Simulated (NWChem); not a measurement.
Correlation energy of BeCl$_{2}$

```
Be
Cl 1 1.8144
Cl 1 1.8144 2 180.00
```
Charge 0, spin multiplicity 1.

Everything below was run with NWChem. All single points use one geometry, from PBE/def2-SVP, a minimum by its harmonic frequencies.

Basis set: def2-SVP. Each correlation energy counts from its own Hartree-Fock reference.

The correlated methods keep 11 core orbitals frozen. The structure started from a generated list of species. Coupled-cluster values serve here as a point of comparison, not as the truth.

Task: Order these methods by the correlation energy they give, lowest first: MP2, SCS-MP2, CCSD, CCSD+T(CCSD).

Result: CCSD+T(CCSD) (-318.2 mHa), CCSD (-312.3 mHa), MP2 (-287.3 mHa), SCS-MP2 (-277.8 mHa)
